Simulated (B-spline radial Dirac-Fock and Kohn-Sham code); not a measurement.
**Auger parameter of nickel: the L3 level and its strongest L3-MM line**

Model: Dirac-Fock (average of configuration) total-energy differences with a finite nucleus, the Breit interaction including its frequency dependence, and self-energy and vacuum-polarisation corrections. Program: a radial B-spline solver. The modified Auger parameter α′ is the binding energy plus the kinetic energy of the Auger electron; it does not depend on the energy zero. For free ions it tends to fall with charge, since less charge screens the final holes.

```
            species  configuration  binding 2p3/2 (eV)  Auger line  kinetic (eV)  α′ (eV)
                 Ni   [Ar] 3d8 4s2               869.1    M3M3 J=2         686.1   1555.1
                 Ni   [Ar] 3d9 4s1               861.0    M3M3 J=2         691.6   1552.6
                Ni⁺       [Ar] 3d9               870.5    M3M3 J=2         680.0   1550.6
 Ni⁺ (Watson 2.2 Å)       [Ar] 3d9               864.0    M3M3 J=2         686.6   1550.6
               Ni²⁺       [Ar] 3d8               890.6    M3M3 J=2         661.6   1552.2
  Ni²⁺ (Watson 3 Å)       [Ar] 3d8               881.0    M3M3 J=2         671.2   1552.2
               Ni³⁺       [Ar] 3d7               914.2    M3M3 J=2         642.1   1556.3
  Ni³⁺ (Watson 3 Å)       [Ar] 3d7               899.8    M3M3 J=2         656.5   1556.3
               Ni⁴⁺       [Ar] 3d6               941.0    M3M3 J=2         621.9   1562.9
Ni⁴⁺ (Watson 2.4 Å)       [Ar] 3d6               917.0    M3M3 J=2         645.9   1562.9
               Ni⁵⁺       [Ar] 3d5               970.7    M3M3 J=2         601.1   1571.8
               Ni⁶⁺       [Ar] 3d4              1003.1    M3M3 J=2         579.7   1582.8
               Ni⁷⁺       [Ar] 3d3              1038.2    M3M3 J=2         557.9   1596.1
```

Values without a named source are computed, but for edge energies of neutral atoms, which are taken from tables.
